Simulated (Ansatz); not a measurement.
`[CH3][Al]([NH2])[SiH2]F` + SiH₄ → `[CH3][Al]([NH2])[SiH2][SiH3]` + H–F  (formal exchange of groups at the Si–F bond)

Isolated molecules relaxed with PBE0-D4/def2-TZVP in Ansatz; ΔE leaves out vibrations. CBS: MP2 limit from def2 TZ/QZ plus the TZ coupled-cluster correction, frozen cores. This one scheme is used for every species. Functionals use def2-TZVPP. B3LYP here is the variant with VWN-RPA as its local correlation; programs differ in this. One conformer a species, not always the lowest.

`[CH3][Al]([NH2])[SiH2]F`:

```xyz
12

C    -0.417   -1.068    1.684
Al    0.270   -0.213    0.072
N     1.849   -0.675   -0.583
Si   -0.944    1.510   -1.215
F    -1.909    2.357   -0.229
H    -1.336   -1.623    1.471
H     0.301   -1.766    2.123
H    -0.672   -0.324    2.444
H     2.454   -1.381   -0.192
H     2.282   -0.265   -1.395
H    -1.823    0.949   -2.284
H    -0.055    2.499   -1.894
```

SiH₄:

Cartesian coordinates in Å:
```
Si 0.000 0.000 0.000
H 0.360 -1.428 0.185
H 1.198 0.760 -0.437
H -0.497 0.555 1.284
H -1.061 0.113 -1.032
```

`[CH3][Al]([NH2])[SiH2][SiH3]`:

Z-matrix (Å, degrees):
```
C
Al 1 1.950
H 1 1.095 2 110.8
H 1 1.093 2 112.5 3 120.8
H 1 1.095 2 111.1 3 -118.2
N 2 1.770 1 120.2 3 -119.5
Si 2 2.450 1 123.2 3 58.3
H 6 1.007 2 124.6 1 -179.7
H 6 1.008 2 125.3 1 -0.1
Si 7 2.340 2 110.7 1 -66.7
H 7 1.494 2 112.9 1 172.6
H 7 1.494 2 111.7 1 52.1
H 10 1.490 7 109.8 2 57.7
H 10 1.489 7 112.9 2 178.5
H 10 1.490 7 110.1 2 -60.6
```

H–F:

Cartesian coordinates in Å:
```
F 0.245 0.335 0.199
H -0.245 -0.335 -0.199
```

```
             level  ΔE (kJ/mol)  difference from CCSD(T)/CBS
            PBE-D4         81.7                        -18.6
         r2SCAN-D4         99.1                         -1.2
           PBE0-D4         84.8                        -15.5
           ωB97X-V        107.0                          6.7
           ωB97M-V        108.9                          8.6
               PBE         87.6                        -12.7
            r2SCAN        101.0                          0.7
              PBE0         90.3                        -10.0
             B3LYP        117.4                         17.1
   CCSD/def2-TZVPP        106.2                          5.9
CCSD(T)/def2-TZVPP        100.7                          0.4
     HF/def2-QZVPP        142.0                         41.7
    MP2/def2-QZVPP        104.4                          4.1
      HF/CBS(def2)        142.4                         42.1
     MP2/CBS(def2)        103.3                          3.0
    CCSD/CBS(def2)        105.8                          5.5
       CCSD(T)/CBS        100.3                            0
```

Largest T1 diagnostic among the species: 0.013.

The D4 term adds −9.5 kJ/mol with B3LYP and −5.5 kJ/mol with PBE0; it sums over pairs of atoms, weighted by their polarisabilities, and B3LYP, whose exchange is more repulsive, gets the larger term. In def2-TZVPP, CCSD(T) changes the Hartree–Fock value by −38.6 kJ/mol (the triples alone add −5.5 kJ/mol) and MP2 by −35.6 kJ/mol.
